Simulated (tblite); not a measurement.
Parent: `[N:1]#[C:2][C:3]1([F:4])[C:5]([F:6])=[C:7]1[F:8]`, C4F3N.

Structures optimised with GFN2-xTB, isolated species. One conformer each, not checked by frequencies here.

| coordinate of the parent | value |
| --- | --- |
| N1≡C2 | 1.142 Å |
| C2–C3 | 1.435 Å |
| C3–F4 | 1.375 Å |
| C3–C5 | 1.507 Å |
| C5–F6 | 1.306 Å |
| C5=C7 | 1.300 Å |
| C7–F8 | 1.306 Å |
| C3–C7 | 1.507 Å |
| N1–C2–C3 | 178.9° |
| C2–C3–F4 | 112.5° |
| C2–C3–C5 | 122.3° |
| C2–C3–C7 | 122.3° |
| F4–C3–C5 | 117.8° |
| F4–C3–C7 | 117.8° |
| C5–C3–C7 | 51.1° |
| C3–C5–F6 | 144.4° |
| C3–C5–C7 | 64.5° |
| F6–C5–C7 | 151.1° |
| C5–C7–F8 | 151.1° |
| C3–C7–C5 | 64.5° |
| C3–C7–F8 | 144.4° |

Task: How does the shared frame change in `[N:1]#[C:2][C@@:3]1([F:4])[C:5]([F:6])=[C:7]1[CH2:8][F:9]` with C5–C7–C8–F9 142°, C5H2F3N? Atoms pair as N1 = N1, C2 = C2, C3 = C3, F4 = F4, C5 = C7, C7 = C5, F8 = F6 (parent first).

Result: 
```tsv
parent	relative	value in the relative	change
N1≡C2	N1≡C2	1.142 Å	0.000
C2–C3	C2–C3	1.431 Å	-0.004
C3–F4	C3–F4	1.380 Å	+0.005
C3–C5	C3–C7	1.523 Å	+0.016
C5=C7	C7=C5	1.304 Å	+0.004
C7–F8	C5–F6	1.306 Å	0.000
C3–C7	C3–C5	1.486 Å	-0.021
N1–C2–C3	N1–C2–C3	178.8°	-0.1
C2–C3–F4	C2–C3–F4	112.7°	+0.2
C2–C3–C5	C2–C3–C7	122.1°	-0.2
C2–C3–C7	C2–C3–C5	122.4°	+0.1
F4–C3–C5	F4–C3–C7	117.5°	-0.3
F4–C3–C7	F4–C3–C5	117.8°	0.0
C5–C3–C7	C7–C3–C5	51.3°	+0.2
C3–C5–C7	C3–C7–C5	62.9°	-1.6
C5–C7–F8	C7–C5–F6	149.9°	-1.2
C3–C7–C5	C3–C5–C7	65.8°	+1.3
C3–C7–F8	C3–C5–F6	144.0°	-0.4
```

Of the parent's bonds, C3–C7 changes most (-0.021 Å). Bonds of the relative outside the shared frame: C7–C8 1.471, C8–F9 1.368 Å. Point group Cs → C1.

Task: How does the shared frame change in `[N:1]#[C:2][C@@:3]1([F:4])[C:5]([F:6])=[C:7]1[Cl:8]`, C4ClF2N? Atoms pair as N1 = N1, C2 = C2, C3 = C3, F4 = F4, C5 = C7, C7 = C5, F8 = F6 (parent first).

Result: 
| parent | relative | value in the relative | change |
| --- | --- | --- | --- |
| N1≡C2 | N1≡C2 | 1.143 Å | +0.001 |
| C2–C3 | C2–C3 | 1.432 Å | -0.003 |
| C3–F4 | C3–F4 | 1.376 Å | +0.001 |
| C3–C5 | C3–C7 | 1.522 Å | +0.015 |
| C5=C7 | C7=C5 | 1.306 Å | +0.006 |
| C7–F8 | C5–F6 | 1.308 Å | +0.002 |
| C3–C7 | C3–C5 | 1.495 Å | -0.012 |
| N1–C2–C3 | N1–C2–C3 | 178.9° | 0.0 |
| C2–C3–F4 | C2–C3–F4 | 112.6° | +0.1 |
| C2–C3–C5 | C2–C3–C7 | 122.0° | -0.3 |
| C2–C3–C7 | C2–C3–C5 | 122.5° | +0.2 |
| F4–C3–C5 | F4–C3–C7 | 117.6° | -0.2 |
| F4–C3–C7 | F4–C3–C5 | 118.0° | +0.2 |
| C5–C3–C7 | C7–C3–C5 | 51.3° | +0.2 |
| C3–C5–C7 | C3–C7–C5 | 63.3° | -1.2 |
| C5–C7–F8 | C7–C5–F6 | 150.6° | -0.5 |
| C3–C7–C5 | C3–C5–C7 | 65.4° | +0.9 |
| C3–C7–F8 | C3–C5–F6 | 144.0° | -0.4 |

Of the parent's bonds, C3–C5 changes most (+0.015 Å). Bonds of the relative outside the shared frame: C7–Cl8 1.666 Å. Point group Cs → C1.

Task: How does the shared frame change in `[N:1]#[C:2][C@:3]1([F:4])[CH:5]=[C:6]1[F:7]`, C4HF2N? Atoms pair as N1 = N1, C2 = C2, C3 = C3, F4 = F4, C5 = C5, C7 = C6, F8 = F7 (parent first).

Result: 
```tsv
parent	relative	value in the relative	change
N1≡C2	N1≡C2	1.143 Å	+0.001
C2–C3	C2–C3	1.431 Å	-0.004
C3–F4	C3–F4	1.381 Å	+0.006
C3–C5	C3–C5	1.516 Å	+0.009
C5=C7	C5=C6	1.300 Å	0.000
C7–F8	C6–F7	1.303 Å	-0.003
C3–C7	C3–C6	1.487 Å	-0.020
N1–C2–C3	N1–C2–C3	178.7°	-0.2
C2–C3–F4	C2–C3–F4	112.5°	0.0
C2–C3–C5	C2–C3–C5	122.2°	-0.1
C2–C3–C7	C2–C3–C6	122.5°	+0.2
F4–C3–C5	F4–C3–C5	117.6°	-0.2
F4–C3–C7	F4–C3–C6	117.9°	+0.1
C5–C3–C7	C5–C3–C6	51.3°	+0.2
C3–C5–C7	C3–C5–C6	63.2°	-1.3
C5–C7–F8	C5–C6–F7	150.7°	-0.4
C3–C7–C5	C3–C6–C5	65.5°	+1.0
C3–C7–F8	C3–C6–F7	143.8°	-0.6
```

Of the parent's bonds, C3–C7 changes most (-0.020 Å). Point group Cs → C1.

Task: How does the shared frame change in `[N:1]#[C:2][SiH2:3][C:4]1([F:5])[C:6]([F:7])=[C:8]1[F:9]` with C2–Si3–C4–F5 180°, C4H2F3NSi? Atoms pair as C3 = C4, F4 = F5, C5 = C6, F6 = F7, C7 = C8, F8 = F9 (parent first).

Result: 
```csv
parent,relative,value in the relative,change
C3–F4,C4–F5,1.399 Å,+0.024
C3–C5,C4–C6,1.502 Å,-0.005
C5–F6,C6–F7,1.313 Å,+0.007
C5=C7,C6=C8,1.297 Å,-0.003
C7–F8,C8–F9,1.313 Å,+0.007
C3–C7,C4–C8,1.503 Å,-0.004
F4–C3–C5,F5–C4–C6,114.7°,-3.1
F4–C3–C7,F5–C4–C8,114.8°,-3.0
C5–C3–C7,C6–C4–C8,51.1°,0.0
C3–C5–F6,C4–C6–F7,145.0°,+0.6
C3–C5–C7,C4–C6–C8,64.4°,-0.1
F6–C5–C7,F7–C6–C8,150.5°,-0.6
C5–C7–F8,C6–C8–F9,150.5°,-0.6
C3–C7–C5,C4–C8–C6,64.4°,-0.1
C3–C7–F8,C4–C8–F9,145.0°,+0.6
```

Of the parent's bonds, C3–F4 changes most (+0.024 Å). Bonds of the relative outside the shared frame: N1≡C2 1.145, C2–Si3 1.867, Si3–C4 1.912 Å. Point group Cs → Cs.

Task: How does the shared frame change in `[N:1]#[C:2][CH:3]1[C:4]([F:5])=[C:6]1[F:7]`, C4HF2N? Atoms pair as N1 = N1, C2 = C2, C3 = C3, C5 = C4, F6 = F5, C7 = C6, F8 = F7 (parent first).

Result: 
```tsv
parent	relative	value in the relative	change
N1≡C2	N1≡C2	1.143 Å	+0.001
C2–C3	C2–C3	1.430 Å	-0.005
C3–C5	C3–C4	1.522 Å	+0.015
C5–F6	C4–F5	1.309 Å	+0.003
C5=C7	C4=C6	1.290 Å	-0.010
C7–F8	C6–F7	1.309 Å	+0.003
C3–C7	C3–C6	1.521 Å	+0.014
N1–C2–C3	N1–C2–C3	179.8°	+0.9
C2–C3–C5	C2–C3–C4	119.7°	-2.6
C2–C3–C7	C2–C3–C6	119.7°	-2.6
C5–C3–C7	C4–C3–C6	50.2°	-0.9
C3–C5–F6	C3–C4–F5	143.1°	-1.3
C3–C5–C7	C3–C4–C6	64.9°	+0.4
F6–C5–C7	F5–C4–C6	152.0°	+0.9
C5–C7–F8	C4–C6–F7	151.9°	+0.8
C3–C7–C5	C3–C6–C4	64.9°	+0.4
C3–C7–F8	C3–C6–F7	143.2°	-1.2
```

Of the parent's bonds, C3–C5 and C3–C7 change most and about equally (+0.014 to +0.015 Å). Point group Cs → Cs.

The numbers are calculated, not measured.
